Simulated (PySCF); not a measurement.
C₇H₄FNSe.
Numbering: `[N:1]#[C:2][Se:3][c:4]1[cH:5][cH:6][c:7]([F:8])[cH:9][cH:10]1` (hydrogens: H11 on C5; H12 on C6; H13 on C9; H14 on C10)

Structure used (PBE0-D3(BJ)/def2-SVP), in Å, numbered top down from 1:
```
atom  x, y, z in Å
N1     3.8991    0.1562   -1.3591
C2     3.2726   -0.3030   -0.4948
Se3    2.3394   -1.0435    0.9047
C4     0.5839   -0.5439    0.3063
C5    -0.1932   -1.4685   -0.3948
C6    -1.4768   -1.1216   -0.8066
C7    -1.9588    0.1486   -0.5109
F8    -3.1801    0.4849   -0.9048
C9    -1.1973    1.0793    0.1885
C10    0.0822    0.7256    0.6036
H11    0.2070   -2.4577   -0.6261
H12   -2.1078   -1.8207   -1.3581
H13   -1.6158    2.0649    0.3989
H14    0.6955    1.4417    1.1540
```

Computed with PBE0-D3(BJ)/def2-SVP geometry optimisation, gas phase in PySCF 2.14.0.

Take the most abundant isotopes and a rigid rotor. The values belong to one conformer with, in the numbering `[N:1]#[C:2][Se:3][c:4]1[cH:5][cH:6][c:7]([F:8])[cH:9][cH:10]1`, C2–Se3–C4–C5 97°.

(1) Give the principal moments of inertia and the rotational constants in MHz.

(2) Classify the top.

(3) Is it planar, by Δ = Ic − Ia − Ib?

(4) Give the other two planar moments, Paa and Pbb, and the rms extents of the mass along the axes.

(5) Which types of transition are allowed, and where do some lines up to J = 3 fall?

Answers

(1) Ia = 210.11, Ib = 1071.03, Ic = 1109.90 u·Å²; 505379 MHz·u·Å²/I gives A = 2405, B = 471.9, C = 455.3 MHz.

(2) A near-prolate asymmetric top: κ = (2 × 471.9 − 2405 − 455.3)/(2405 − 455.3) = -0.98.

(3) Not planar: Δ = Ic − Ia − Ib = -171.24 u·Å². For a rigid frame Δ = −2 Σ m c², so Σ m c² = 85.62 u·Å² lies off the ab plane: 16.13 from hydrogen and 69.49 from heavier atoms. The atom farthest from that plane is 2.07 Å away.

(4) Paa = Σ m a² = (Ib + Ic − Ia)/2 = 985.41 and Pbb = Σ m b² = (Ia + Ic − Ib)/2 = 124.49 u·Å². With the mass M = 200.95 u, the rms extents √(P/M) along a, b and c are 2.21, 0.79, 0.65 Å.

(5) The dipole components are |μa| = 2.26 D, |μb| = 2.93 D, |μc| = 0.81 D. Intensities carry the squares of the components, which stand as 0.59 : 1.00 : 0.08 (a : b : c). Some lines, for components of 0.1 D or more:

```tsv
type	branch	J(Ka,Kc)	MHz	lower level (cm⁻¹)
a	R	2(1,2) ← 1(1,1)	1838	0.095
a	R	2(0,2) ← 1(0,1)	1854	0.031
a	R	2(1,1) ← 1(1,0)	1871	0.096
b	Q	1(1,0) ← 1(0,1)	1950	0.031
b	Q	2(1,1) ← 2(0,2)	1967	0.093
b	Q	3(1,2) ← 3(0,3)	1992	0.186
a	R	3(0,3) ← 2(0,2)	2781	0.093
a	R	3(2,2) ← 2(2,1)	2782	0.352
c	R	1(1,0) ← 0(0,0)	2877	0.000
b	R	2(1,2) ← 1(0,1)	3771	0.031
c	Q	2(2,1) ← 2(1,1)	5800	0.158
b	Q	2(2,0) ← 2(1,1)	5800	0.158
b	Q	2(2,1) ← 2(1,2)	5850	0.157
c	R	2(2,1) ← 1(1,1)	7688	0.095
c	R	3(2,2) ← 2(1,2)	8632	0.157
b	R	3(2,1) ← 2(1,2)	8632	0.157
c	Q	3(3,1) ← 3(2,1)	9708	0.445
b	Q	3(3,1) ← 3(2,2)	9709	0.445
c	R	3(3,0) ← 2(2,0)	12490	0.352
b	R	3(3,0) ← 2(2,1)	12490	0.352
```

Not checked by PBE0-D3(BJ)/def2-SVP frequencies. These are rigid-rotor constants of the computed structure; measured ground-state constants (B0) also hold zero-point vibration. Quadrupole hyperfine structure (14N) is left out.

The run took 2.5 min wall on Arm Neoverse V1, one thread, no GPU, on a shared host, and the process peaked at 0.78 GiB of memory. That covers the optimisation of the geometry.
